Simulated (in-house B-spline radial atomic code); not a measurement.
A fraction x of an electron is removed from 3d in the technetium ion Tc²⁺, starting from [Kr] 4d5 and keeping the highest spin. All numbers are computed (scalar-relativistic (X2C) BLYP, spin-polarised, spherical fractional occupations; Fermi nucleus of rms radius 4.41117 fm) with an all-electron radial atomic-structure program (B-spline basis), not measured.

```tsv
x	E(x) - E(0) (eV)	3d down level (eV)
0	0.0000	-264.986
0.08	21.3069	-267.690
0.16	?	?
0.28	75.5272	-274.533
0.42	114.3012	-279.391
0.5	136.7644	-282.191
0.51	139.5880	-282.542
0.73	?	?
0.78	217.1642	-292.128
0.95	267.3463	-298.261
1	282.3047	-300.079
```

Question: What belongs in the row x = 0.16?

Answer: An energy change of 42.8309 eV; 3d down at -270.413 eV.

Question: What belongs in the row x = 0.73?

Answer: An energy change of 202.6026 eV; 3d down at -290.339 eV.

Question: Check Janak's theorem between x = 0.28 and 0.42.

Answer: The slope of the energy is 276.96 eV; the orbital levels give 276.96 eV (-ε of the emptying orbital, averaged over the two points).
